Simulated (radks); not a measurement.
The carbon ion C+ inside a hard spherical wall (all orbitals vanish at R), configuration held at [He] 2s2 2p1 and not refilled when levels cross. Calculated with a radial shooting solver on a logarithmic mesh with Libxc functionals: non-relativistic Kohn-Sham, PBE, spin-polarised, spherical densities, point nucleus; open shells are filled with parallel spins first. Eigenvalues in eV for spin up, with the zero of energy where the potential of the charges vanishes at infinity; a dash marks a level that is unbound or too diffuse for the functional's potential to be trusted. A positive occupied level is held by the wall or, in an anion where self-interaction has pushed it up, behind a barrier. The pressure on the wall is -dE/dV.

R (bohr)  E (hartree)  kinetic (hartree)    e(1s)    e(2s)    e(2p)  e(3s, empty)  e(3p, empty)  pressure (GPa)
free        -37.36462             37.258  -288.38  -26.493  -17.730             -             -               0
20          -37.36462             37.258  -288.38  -26.493  -17.730             -             -        < 0.0001
15          -37.36462             37.258  -288.38  -26.493  -17.730             -             -        < 0.0001
7           -37.36458             37.258  -288.37  -26.490  -17.726        -4.279        -2.088         0.00460
3.5         -37.29417             37.690  -285.77  -24.753  -15.650        17.525        19.893            27.7
3           -37.16795             38.267  -282.90  -22.468  -13.141        33.843        34.422             105
2           -35.75886             42.679  -266.54   -2.872    5.072        132.25        114.81            2060
1.5         -32.26967             50.952  -245.36   40.124   38.177        297.73        240.40           13100
